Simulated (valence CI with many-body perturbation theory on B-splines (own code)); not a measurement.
# Questions on Ho LXI

Computed by valence CI with perturbative core correlation (CI+MBPT): five valence electrons over a frozen Dirac-Fock core [He], a basis of 9 s, 9 p, 8 d, 6 f, 3 g, 1 h functions for each j, with the one-electron correlation potential Σ1, the two-electron term Σ2, the three-electron term Σ3, Breit, model QED; selected CI, second order for the rest, scaled by the run's own slope (own B-spline code, finite nucleus).

The last digits are not significant, and no measured levels were compared; by estimate large intervals hold to a few tenths of a per cent, small ones and those within an open d or f shell to about a per cent. Among the levels kept, up to 4000 cm⁻¹ of a level comes from second order outside the variational space, and about a tenth of that is noise between levels of different J, which matters for small intervals.

Levels are named by their leading jj configuration (3d3/2^4 stands for four electrons in 3d with j = 3/2), which in mixed levels can hold well under half, so a name can repeat and another be missing.

Rates and lifetimes use the calculated energies. Strong lines usually hold to 10 to 20 %, long lifetimes can be off by a factor of two.

(1) What is the ground level?

(2) What is the ionisation energy?

(3) Among levels below 8750.0 eV, which E1 lines absorb most strongly from the ground level?

(4) How well does LS coupling describe the low levels?

(5) Name the longest-lived excited levels whose lifetime is computed, and their main decay.

(6) What are the static dipole polarisabilities of the lowest levels?

(7) Where does the other parity begin?

Results:

(1) (2s^2 2p1/2^2 2p3/2) J=3/2, composition 48 % 2s²2p³ ²P° + 27 % 2s²2p³ ²D° + 25 % 2s²2p³ ⁴S°, g = 1.325.

(2) 13418 eV; NIST lists 13417 ± 10 eV (theoretical).

(3) to (2s^2 2p1/2^2 3d5/2) J=5/2 at 0.1607 nm, f = 0.545; to (2s^2 2p1/2 2p3/2 3d3/2) J=5/2 at 0.1449 nm, f = 0.499; to (2s^2 2p1/2 2p3/2 3d3/2) J=3/2 at 0.1448 nm, f = 0.269.

(4) Among the lowest 20 levels the leading LS term, summed over configurations, holds 63 % on average. For single configurations the figures are 63 % in LS and 100 % in jj coupling. Terms mix most in the J = 3/2 level at 7553.8 eV, where the leading one holds 34 %.

(5) (2s^2 2p1/2 2p3/2^2) J=5/2 at 896.6 eV lives 918 ps, mostly by M1 to (2s^2 2p1/2^2 2p3/2) J=3/2; (2s^2 2p1/2 2p3/2^2) J=1/2 at 941.1 eV lives 271 ps, mostly by M1 to (2s^2 2p1/2^2 2p3/2) J=3/2; (2s^2 2p1/2 2p3/2^2) J=3/2 at 874.1 eV lives 157 ps, mostly by M1 to (2s^2 2p1/2^2 2p3/2) J=3/2.

(6) (2s^2 2p1/2^2 2p3/2) J=3/2 0.000119 (tensor 2.3e-05) bohr³, of which the core gives 3.49e-07.

(7) At (2s 2p1/2^2 2p3/2^2) J=5/2, 1171.2 eV.
